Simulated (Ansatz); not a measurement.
`[TeH][C]1=[CH][AlH]1` and `FC[C]1=[CH][AlH]1` differ in one atom or group.

Ansatz, PBE0-D4/def2-TZVP geometries, multiplicity 1. Each molecule was computed in one conformer, which needn't be the lowest.

Elements past krypton have def2 core potentials.

| property | `[TeH][C]1=[CH][AlH]1` |
| --- | --- |
| HOMO energy (ωB97M-V/def2-TZVPP) / eV | -8.04 |
| LUMO energy (PBE0/def2-TZVPP) / eV | -0.93 |
| HOMO–LUMO gap (PBE0/def2-TZVPP) / eV | 5.11 |
| size of the dipole moment (PBE/def2-TZVPP) / D | 1.56 |
| HOMO energy (B3LYP/def2-TZVPP) / eV | -5.82 |
| HOMO–LUMO gap (B3LYP/def2-TZVPP) / eV | 4.69 |

Q: What does the change do to each property? (An estimate is asked.)

A: The calculation gave: 
```
                                      property  `FC[C]1=[CH][AlH]1`  shift
         HOMO energy (ωB97M-V/def2-TZVPP) / eV                -8.87  -0.83
            LUMO energy (PBE0/def2-TZVPP) / eV                -0.83   0.10
          HOMO–LUMO gap (PBE0/def2-TZVPP) / eV                 5.87   0.76
size of the dipole moment (PBE/def2-TZVPP) / D                 1.55  -0.01
           HOMO energy (B3LYP/def2-TZVPP) / eV                -6.52  -0.70
         HOMO–LUMO gap (B3LYP/def2-TZVPP) / eV                 5.47   0.78
```

With PBE0 the HOMO falls by 0.66 eV and the LUMO rises by 0.10 eV, so the gap widens by about 0.76 eV. PBE moves the HOMO by -0.43 eV and ωB97M-V by -0.83 eV. The zero-point energy changes by 62.5 kJ/mol with +6 modes. Dipoles are sizes alone; their direction can turn.

B3LYP here is the variant with VWN-RPA as its local correlation; programs differ in this.

Spin–orbit coupling is left out; it splits and shifts lone-pair levels of the heavy atoms by tenths of an eV.
